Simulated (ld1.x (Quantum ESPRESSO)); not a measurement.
**potassium (K): excitation energies, all-electron against TM**

ld1.x (Quantum ESPRESSO) 7.5 input, shortened:

```
&input
   title='K', zed=19., rel=1, dft='REVPBE', iswitch=3,
   config='[Ar] 3d-2 4s1 4p0'
 /
 &inputp
   pseudotype=2, tm=.true., lloc=0,
   nlcc=.false.
 /
3
3P  2  1   6.00   0.00  1.45  1.45  0.0
3D  3  2  -2.00  -0.10  2.00  2.00  0.0
3S  1  0   2.00   0.00  1.90  1.90  0.0
 &test
   configts(1)='3s2 3p6 4s1 4p0'
 /
```

Occupied shells without a wave of their own: 4s. They enter only through the test configuration that unscreens the potential.

Energies are relative to the spin-unpolarised reference configuration 3s2 3p6 4s1 4p0; without spin polarisation the order of configurations can differ from experiment.

(1) Give the all-electron excitation energy and the error of the potential for: 3s2 3p6 4s0 4p0; 3s2 3p6 4s0.5 4p0; 3s2 3p6 4s0 4p1; 3s1 3p6 4s1 4p0; 3s2 3p5 4s1 4p0.

## Answers

(1)

```csv
valence configuration,charge,ΔE all-electron (eV),error AE − PS (meV)
3s2 3p6 4s0 4p0,+1,4.263,-236
3s2 3p6 4s0.5 4p0,+0.5,1.608,-88
3s2 3p6 4s0 4p1,0,1.494,-140
3s1 3p6 4s1 4p0,+1,42.040,+88
3s2 3p5 4s1 4p0,+1,24.940,+119
```

The 4s level has no wave, so the channel is fitted at the deeper level alone: the likely source of the large errors.
